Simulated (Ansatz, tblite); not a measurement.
(ZrO2)n: E(high spin) − E(low spin) (eV) at several levels, gas phase, relaxed structures; Ansatz, xTB through tblite. Each state is relaxed at the level in the geometry column; the other columns are single points. Clusters are the lowest isomers that short searches found in that spin, judged at the geometry's level. Core potentials for Zr in the def2 sets, no spin–orbit coupling. xTB has no spin-polarisation term. Singlets are spin-restricted. The structures are stationary points that may keep the symmetry of their start.

```json
{"species": "ZrO2", "state": "quintet − singlet", "geometry": "PBE0-D4/def2-TZVP", "GFN1-xTB": "8.34", "GFN2-xTB": "7.09", "PBE-D4/def2-TZVP": "5.83", "revPBE-D4/def2-TZVP": "5.68", "r2SCAN-D4/def2-TZVP": "5.30", "PBE0-D4/def2-TZVP": "5.26"}
{"species": "Zr3O6", "state": "quintet − singlet", "geometry": "PBE-D4/def2-SVP", "GFN1-xTB": "7.33", "GFN2-xTB": "6.47", "PBE-D4/def2-TZVP": "5.59", "revPBE-D4/def2-TZVP": "5.48", "r2SCAN-D4/def2-TZVP": "5.09", "PBE0-D4/def2-TZVP": "5.03"}
{"species": "Zr4O8", "state": "quintet − singlet", "geometry": "PBE-D4/def2-SVP", "GFN1-xTB": "6.64", "GFN2-xTB": "7.09", "PBE-D4/def2-TZVP": "6.11", "revPBE-D4/def2-TZVP": "6.00", "r2SCAN-D4/def2-TZVP": "5.96", "PBE0-D4/def2-TZVP": "5.98"}
```

Over the 3 species that have every level, the mean is 7.44 at GFN1-xTB, 6.88 at GFN2-xTB, 5.84 at PBE-D4/def2-TZVP, 5.72 at revPBE-D4/def2-TZVP, 5.45 at r2SCAN-D4/def2-TZVP, 5.42 at PBE0-D4/def2-TZVP.
